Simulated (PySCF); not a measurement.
## Mayer bond orders and bond lengths

Species: C6H6OP2S.
SMILES with atom numbers: `[CH3:1][S:2][c:3]1[p:4][cH:5][c:6]([CH:7]=[O:8])[cH:9][p:10]1` (hydrogens: H11, H12, H13 on C1; H14 on C5; H15 on C7; H16 on C9)

Structure used (PBE0-D3(BJ)/def2-SVP), in Å, numbered top down from 1:
```
atom  x, y, z in Å
C1     3.682   -0.263    0.131
S2     2.618   -0.887    1.442
C3     1.002   -0.458    0.940
P4     0.762    0.425   -0.567
C5    -0.950    0.628   -0.647
C6    -1.939    0.213    0.243
C7    -3.353    0.540   -0.097
O8    -3.695    1.144   -1.080
C9    -1.696   -0.486    1.428
P10   -0.202   -1.013    2.106
H11    3.435   -0.720   -0.839
H12    4.701   -0.552    0.423
H13    3.622    0.832    0.048
H14   -1.319    1.167   -1.530
H15   -4.102    0.175    0.651
H16   -2.576   -0.749    2.030
```

Bond orders from the PBE0/pcSseg-1 density (PySCF). Geometry: PBE0-D3(BJ)/def2-SVP, one conformer, isolated molecule.

(1) How far do the computed orders between heavy atoms stray from the drawn ones?

(2) Set the Mayer orders of the bonds beside their lengths.

Results:

(1) The largest departure is 0.350, at C3–P4 (drawn aromatic, 1.150), counting aromatic bonds as 1.5. The bonds drawn aromatic range from 1.15 to 1.41.

(2) 
```csv
bond,drawn as,length (Å),Mayer order
C1–S2,single,1.800,1.004
S2–C3,single,1.746,1.102
C3–P4,aromatic,1.763,1.150
P4–C5,aromatic,1.726,1.366
C5–C6,aromatic,1.394,1.406
C6–C7,single,1.491,0.990
C7–O8,double,1.203,1.994
C6–C9,aromatic,1.397,1.348
C9–P10,aromatic,1.723,1.387
P10–C3,aromatic,1.767,1.171
C1–H11,single,1.100,0.932
C1–H12,single,1.099,0.947
C1–H13,single,1.100,0.932
C5–H14,single,1.098,0.896
C7–H15,single,1.120,0.939
C9–H16,single,1.098,0.915
```

Bonds between the same two heavy elements. C–S: lowest C1–S2 (1.004, 1.800 Å), highest S2–C3 (1.102, 1.746 Å). C–P: lowest C3–P4 (1.150, 1.763 Å), highest C9–P10 (1.387, 1.723 Å); in 1 of the 6 pairs the longer bond (by over 0.003 Å) has the higher order (by 0.02 or more). C–C: lowest C6–C7 (0.990, 1.491 Å), highest C5–C6 (1.406, 1.394 Å).

Q: Sum the orders of all bonds at each heavy atom with more than one neighbour and set the sums beside the valence in the SMILES.

A: C1 3.815 (drawn 4), S2 2.106 (drawn 2), C3 3.423 (drawn 4), P4 2.516 (drawn 3), C5 3.668 (drawn 4), C6 3.744 (drawn 4), C7 3.923 (drawn 4), C9 3.650 (drawn 4), P10 2.558 (drawn 3). Orders between atoms that aren't bonded are not in these sums.

Mayer orders depend on the basis set.
